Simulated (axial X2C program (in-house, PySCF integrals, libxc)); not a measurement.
**Nuclear properties of TiCl**

Computed with an axial X2C code built on PySCF integrals: two-component X2C with atomic mean-field Coulomb and Gaunt terms, Gaussian nuclei, basis Ti dyall-cv3z, Cl dyall-av3z with contracted cores.

R = 2.256 Å (near the PBE0 minimum at charge 0 of the determinant lowest at the starting distance; the state shown can have its own minimum elsewhere).

Determinant lowest in the PBE0 search, Ω = 3/2 (⟨Sz⟩ = -1.50, ⟨Lz⟩ = 3.00 at PBE0), spin on the atoms Ti -1.50, Cl 0.00:

```json
{"level": "PBE0", "Eeff magnitude (GV/cm)": "0.288", "Ws magnitude Ti (kHz)": "0.0768", "A∥/gI Ti (MHz)": "-103", "qzz Ti (a.u.)": "-0.50", "A∥/gI Cl (MHz)": "21.8", "qzz Cl (a.u.)": "0.50", "μ (D)": "-3.91"}
{"level": "HF", "Eeff magnitude (GV/cm)": "0.507", "Ws magnitude Ti (kHz)": "0.13", "A∥/gI Ti (MHz)": "-28.6", "qzz Ti (a.u.)": "-0.77", "A∥/gI Cl (MHz)": "4.89", "qzz Cl (a.u.)": "0.14", "μ (D)": "-3.24"}
{"level": "BP86", "Eeff magnitude (GV/cm)": "0.229", "Ws magnitude Ti (kHz)": "0.0626", "A∥/gI Ti (MHz)": "-115", "qzz Ti (a.u.)": "-0.43", "A∥/gI Cl (MHz)": "30.3", "qzz Cl (a.u.)": "0.53", "μ (D)": "-3.48"}
{"level": "BHandHLYP", "Eeff magnitude (GV/cm)": "0.421", "Ws magnitude Ti (kHz)": "0.107", "A∥/gI Ti (MHz)": "-131", "qzz Ti (a.u.)": "-0.58", "A∥/gI Cl (MHz)": "9.21", "qzz Cl (a.u.)": "0.37", "μ (D)": "-3.96"}
{"level": "LDA", "Eeff magnitude (GV/cm)": "0.209", "Ws magnitude Ti (kHz)": "0.0582", "A∥/gI Ti (MHz)": "-119", "qzz Ti (a.u.)": "-0.41", "A∥/gI Cl (MHz)": "34.8", "qzz Cl (a.u.)": "0.57", "μ (D)": "-3.56"}
```

Determinant 0.04 eV from it at PBE0 and this distance, Ω = 3/2 (⟨Sz⟩ = 1.50, ⟨Lz⟩ = 0.00 at PBE0), spin on the atoms Ti 1.52, Cl -0.02:

```csv
level,Eeff magnitude (GV/cm),Ws magnitude Ti (kHz),A∥/gI Ti (MHz),qzz Ti (a.u.),A∥/gI Cl (MHz),qzz Cl (a.u.),μ (D)
PBE0,0.227,0.0592,342,0.90,2.81,0.47,-4.59
HF,0.553,0.138,312,0.69,9.04,0.14,-3.22
BP86,0.199,0.0516,347,0.98,7.1,0.47,-4.06
BHandHLYP,0.352,0.0875,388,0.88,5.91,0.39,-4.54
LDA,0.203,0.0528,365,1.03,7.6,0.47,-3.86
```

Eeff is the effective electric field on the electron electric dipole moment in this Ω state and Ws the scalar–pseudoscalar constant of the nucleus named (defined with the proton number Z and per Ω); A∥ (defined per Ω) follows by multiplying with gI = μI/(I μN); qzz is the electric field gradient, eQq0 = 234.96 MHz × Q/barn × qzz; μ is positive if the Cl end (last atom) is positive. The operators were transformed with the bare-nucleus X2C matrices; with these basis sets, hyperfine constants and field gradients can be off by tens of per cent, and where levels differ in sign neither size nor sign is settled.

(1) With Q(47Ti) = 0.302 barn (Q from Pyykkö, Mol. Phys. 2018), turn the PBE0 values of the first state into constants in MHz.

Each state is one determinant with collinear spin, which with several unpaired electrons need not be a pure state. Unrestricted Hartree–Fock can overshoot spin polarisation at the nuclei. With several open shells hyperfine constants can be off by a factor of several. Where Eeff spreads by more than a factor of two the levels disagree and none is to be relied on. At BP86, LDA a later determinant lies lower. States lie within half an eV, so the first need not be the ground state. Further determinants of the search, some of them spin-mixed, are not shown. Where a field gradient or hyperfine factor spreads by more than a factor of two over the levels, a constant derived from it is not to be relied on. PBE0 term energies can be off by some tenths of an eV.

Results:

(1) eQq0(47Ti) = 234.96 × (0.302) × (-0.50) = -35.5 MHz.
